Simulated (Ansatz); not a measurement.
One change: `C[SiH2]O[SiH3]` becomes `C[SiH2]O[SiH2]Cl`.

Ansatz, PBE0-D4/def2-TZVP geometries, multiplicity 1. Each molecule was computed in one conformer, which needn't be the lowest.

| property | `C[SiH2]O[SiH3]` |
| --- | --- |
| LUMO energy (PBE/def2-TZVPP) / eV | -0.78 |
| HOMO–LUMO gap (ωB97M-V/def2-TZVPP) / eV | 12.59 |
| ideal-gas entropy at 298 K and 1 bar (rigid rotor, harmonic PBE0-D4/def2-TZVP) / J/(mol·K) | 372 |
| HOMO–LUMO gap (B3LYP/def2-TZVPP) / eV | 8.21 |
| size of the dipole moment (ωB97M-V/def2-TZVPP) / D | 0.67 |
| size of the dipole moment (PBE/def2-TZVPP) / D | 0.74 |

(1) Give the same properties after the change, and the shifts. (Best estimate.)

Answers

(1) The calculation gave: 
| property | `C[SiH2]O[SiH2]Cl` | shift |
| --- | --- | --- |
| LUMO energy (PBE/def2-TZVPP) / eV | -0.68 | 0.10 |
| HOMO–LUMO gap (ωB97M-V/def2-TZVPP) / eV | 12.83 | 0.24 |
| ideal-gas entropy at 298 K and 1 bar (rigid rotor, harmonic PBE0-D4/def2-TZVP) / J/(mol·K) | 396 | 24 |
| HOMO–LUMO gap (B3LYP/def2-TZVPP) / eV | 8.46 | 0.25 |
| size of the dipole moment (ωB97M-V/def2-TZVPP) / D | 0.86 | 0.19 |
| size of the dipole moment (PBE/def2-TZVPP) / D | 0.87 | 0.13 |

With PBE0 the HOMO falls by 0.15 eV and the LUMO rises by 0.11 eV, so the gap widens by about 0.26 eV. PBE moves the HOMO by -0.17 eV and ωB97M-V by -0.10 eV. Dipoles are sizes alone; their direction can turn. Modes under 60 cm⁻¹, often nearly free rotors, make the harmonic entropy too high.

B3LYP here is the variant with VWN-RPA as its local correlation; programs differ in this.
